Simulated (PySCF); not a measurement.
# Working out the ionisation energy of Ni²⁺

Ni²⁺ [Ar] 3d8 (3F) → Ni³⁺ [Ar] 3d7 (4F). All numbers are calculated (PySCF 2.14, no relativity, point nucleus, in cc-pVDZ (6s5p3d1f, 43 functions)). Frozen: [Ar]. Energies in hartree (1 hartree = 27.21139 eV):

```json
{"part": "UHF", "Ni²⁺ (lower)": "-1506.033439", "Ni³⁺ (upper)": "-1504.814998"}
{"part": "MP2 opposite-spin", "Ni²⁺ (lower)": "-0.125453", "Ni³⁺ (upper)": "-0.071368"}
{"part": "MP2 same-spin", "Ni²⁺ (lower)": "-0.081160", "Ni³⁺ (upper)": "-0.057938"}
```

**Question.** What does Hartree-Fock give?

**Answer.** (-1504.814998) − (-1506.033439) = 1.218441 hartree = 33.155 eV.

**Question.** What do MP2 and SCS-MP2 (6/5 opposite-spin, 1/3 same-spin) give?

**Answer.** The opposite-spin parts differ by 1.472 eV and the same-spin parts by 0.632 eV. MP2: 33.155 + (1.472) + (0.632) = 35.259 eV. SCS-MP2: 33.155 + 1.2 × (1.472) + (0.632)/3 = 35.132 eV.

Reference: 35.187 ± 0.019 eV (measured; NIST Atomic Spectra Database, ionization energies), between the lowest levels; spin-orbit coupling is absent from the calculation.

The calculation is non-relativistic.

A double-zeta basis recovers only part of the correlation energy.

What remains against the reference includes basis incompleteness, the frozen core and correlation beyond second order.
